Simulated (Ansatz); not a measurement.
Input file for Ansatz (an electronic-structure program): R-RI-MP2/aug-cc-pVQZ on HF (SMILES F) with ghost functions, monomers drawn apart or pushed together. Files ending in .json are basis or fitting sets from the Basis Set Exchange.

Ansatz 0.2 input:
```yaml
crystal:
  periodic: [false, false, false]
  atoms:
    - {symbol: F, position_ang: [-0.04811267, -0.99302390, -0.13729845]}
    - {symbol: H, position_ang: [0.03747627, -0.48044510, 0.64394619]}
basis:
  gaussian:
    orbitals: aug-cc-pVQZ
    fitting: {mean_field: def2-universal-JKFIT, correlation: aug-cc-pVQZ-RIFIT.json}
    ghost_atoms:
      - {symbol: C, position_ang: [0.33599998, 1.29108352, 3.33297220]}
      - {symbol: N, position_ang: [0.22957647, 0.66385125, 2.38387108]}
      - {symbol: H, position_ang: [0.43545676, 1.87707231, 4.21957373]}
magnetization: {spin_polarized: false}
correlation: {method: mp2, electrons: outside_noble_gas}
scf: {lower_state_search: off}
```

The head of its log:

```
WARN ansatz: RAYON_NUM_THREADS=1 ignored (pool sized by the plan → 1); use --threads N
Functional definition: HF
these checks for a lower state are left out or cut short: stability, starts, cluster_reference, orbital_swaps, neighbouring_geometries, increment
integrals: 0.28 GiB planned
265 factors; integrals over basis functions are off by at most 2.4e0 eV
mean field: 0.49 GiB planned
mean field evaluation 1: about -2721.9776 eV, gradient 2.5e1 eV
mean field evaluation 2: about -2722.6422 eV, gradient 1.7e1 eV
mean field evaluation 4: about -2722.9640 eV, gradient 3.7e-1 eV
mean field -2722.96462523 eV, -100.0671042854 hartree, gradient 1.7e-6 eV, S^2 0.000000; 0 other end points of the search recorded, 0 dependent functions left out
1 core orbitals not correlated
664 factors; their error is unknown
reference -2722.96462523 eV, -100.0671042854 hartree; 4, 4 occupied and 327, 327 virtual orbitals, 664 factors
```

Problem. What total energy does the run end on?

Solution. -100.3695 hartree.
